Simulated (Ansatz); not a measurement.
Molecule: C₂HCl₄, charge 0, multiplicity 2. It need not be the lowest isomer of its formula. 
Geometry from a B3LYP-D3(BJ)/def2-TZVP (Ansatz, a program for electronic structure) optimisation:
```
C
H 1 1.0832
C 1 1.4726 2 110.16
Cl 3 1.6981 1 120.90 2 -172.91
Cl 3 1.7082 1 117.30 2 28.71
Cl 1 1.7839 2 107.50 3 -122.28
Cl 1 1.8253 2 105.31 3 120.45
```
Charge 0, spin multiplicity 2.

Basis-set convergence of Hartree-Fock and CCSD(T) correlation energies (hartree) with Ansatz. Correlated levels leave the core frozen unless marked. Open shells are spin-unrestricted. Spin-orbit coupling is left out. Non-relativistic.

```csv
basis,functions,E(HF),"E(corr, CCSD(T))"
cc-pV(D+d)Z,125,-1914.28168,-0.89392
cc-pV(T+d)Z,230,?,?
```

Problem. What belongs in the gaps?

Solution. 
- cc-pV(T+d)Z, E(HF): -1914.36400
- cc-pV(T+d)Z, E(corr, CCSD(T)): -1.18113
